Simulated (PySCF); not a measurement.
Hf(Cl)(SH)3 (ClH3HfS3), SMILES [SH][Hf]([SH])([SH])[Cl], multiplicity 1.

The structure is a stationary point at PBE0-D3(BJ)/def2-SVP. The spin state was assumed, not searched. The structure was generated by enumeration; whether it is a known compound was not checked. The def2 effective core potentials stand for the cores of Hf; spin–orbit coupling is left out. The values are those of a single conformer.

Two levels are set side by side: TDA-PBE/def2-SVPD (PySCF) and TDA-CAM-B3LYP/def2-SVPD (PySCF). Vertical, same geometry. The lowest singlet is HOMO→LUMO 91 % with PBE and HOMO→LUMO 77 % with the other functional; states are paired by order. Differences are taken from unrounded values.

| quantity | TDA-CAM-B3LYP |
|---|---|
| lowest singlet excitation (eV) | 4.71 |
| lowest triplet excitation (TDA) (eV) | 4.45 |

### Question
What does TDA-PBE give, and how far is it from TDA-CAM-B3LYP? (The exact figures need the calculation; the answer reports its results.)

### Answer

```json
[
 {"quantity": "lowest singlet excitation (eV)", "TDA-PBE": "3.92", "TDA-PBE minus TDA-CAM-B3LYP": "-0.79"},
 {"quantity": "lowest triplet excitation (TDA) (eV)", "TDA-PBE": "3.72", "TDA-PBE minus TDA-CAM-B3LYP": "-0.72"}
]
```

Functionals without exact exchange tend to place singlet excitations lower, as here. Differences between two approximate levels are no errors against the true value.

Rough cost on one machine, each run with all the roots and properties that it gave: TDA-CAM-B3LYP against TDA-PBE about 5 times.
